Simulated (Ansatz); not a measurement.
A nudged elastic band was laid between two geometries of ClH5N2OZr + H3P (14 atoms, charge 0, multiplicity 1).

Theory: RKS PBE/def2-SVP in Ansatz 0.2.0.

- movable images: 5
- climbing image: yes
- spring: 5.0 eV/Å²
- optimiser: quadratic models (default)
- start path: through a guess of the saddle point
- force threshold: 0.05 eV/Å
- iteration limit: 60
- end points: relaxed

Image 0:

```xyz
14
Properties=species:S:1:pos:R:3
Zr -0.077 -0.328 0.014
N -0.234 -0.312 2.045
H -1.066 0.001 2.563
H 0.518 -0.475 2.725
O 1.799 -0.502 -0.439
H 2.519 -0.918 -0.935
Cl -1.097 1.590 -1.031
N -1.127 -1.964 -0.600
H -1.581 -2.677 -0.018
H -1.284 -2.213 -1.585
P 1.697 3.485 1.763
H 2.726 2.726 1.100
H 0.837 3.443 0.609
H 1.094 2.295 2.314
```

Image 6:

```xyz
14
Properties=species:S:1:pos:R:3
Zr 0.349 0.361 -0.244
N 0.440 -0.219 2.140
H 0.315 -1.230 2.293
H 1.359 0.030 2.529
O 2.088 -0.507 -0.348
H 2.623 -1.266 -0.626
Cl -0.083 1.169 -2.457
N -1.302 -0.845 -0.046
H -1.836 -1.165 0.769
H -1.798 -1.169 -0.887
P 0.331 2.712 1.057
H 1.634 2.521 1.656
H 0.863 3.489 -0.032
H -0.258 0.270 2.719
```

(1) Which bonds break or form, and what moves?

(2) What energy profile does the band end with?

(3) What is the geometry of the highest image?

(4) What are the harmonic wavenumbers there?

Answers

(1) Bonds broken: P11–H14. Bonds formed: Zr1–P11, N2–H14. ClH5N2OZr + H3P becomes ClH8N2OPZr.

(2) The forces met the threshold. The highest image is number 3 of 0 to 6, 0.85 eV above the first end and 1.00 eV above the last; the last end lies 0.15 eV below the first. A vibrational analysis at the climbing image gives one clearly imaginary mode, 1028i cm⁻¹: a first-order saddle point. The orbitals stay closed-shell, which can raise the energy where a bond breaks towards radicals; this wasn't checked here.

```
image  path coordinate (Å)  energy (eV)  P11–H14 (Å)  Zr1–P11 (Å)  N2–H14 (Å)
    0                 0.00         0.00         1.44         4.55        2.94
    1                 1.17         0.04         1.44         4.30        2.66
    2                 2.34         0.22         1.46         3.75        2.27
    3                 3.50         0.85         1.74         3.11        1.40
    4                 5.04        -0.05         2.47         2.74        1.04
    5                 6.58        -0.12         2.67         2.69        1.03
    6                 8.12        -0.15         3.01         2.69        1.03
```

(3) 
```xyz
14
Properties=species:S:1:pos:R:3
Zr 0.397 0.137 0.061
N 0.189 -0.137 2.221
H -0.684 -0.091 2.762
H 0.897 -0.617 2.792
O 2.153 -0.618 -0.206
H 2.689 -1.316 -0.613
Cl -0.268 1.537 -1.788
N -1.063 -1.205 -0.397
H -1.249 -2.076 0.114
H -1.691 -1.149 -1.207
P 0.998 2.802 1.557
H 1.886 2.542 0.447
H -0.111 3.140 0.704
H 0.579 1.200 2.077
```

(4) 1028i, 18, 92, 107, 124, 135, 152, 156, 165, 258, 278, 335, 355, 376, 383, 429, 457, 467, 477, 502, 528, 620, 628, 704, 1013, 1290, 1333, 1430, 1472, 2296, 2341, 3429, 3444, 3527, 3544, 3819 cm⁻¹.

Run time: 7.4 min on 4 threads of Arm Neoverse V2, with other jobs on the host, peak memory 0.23 GiB.
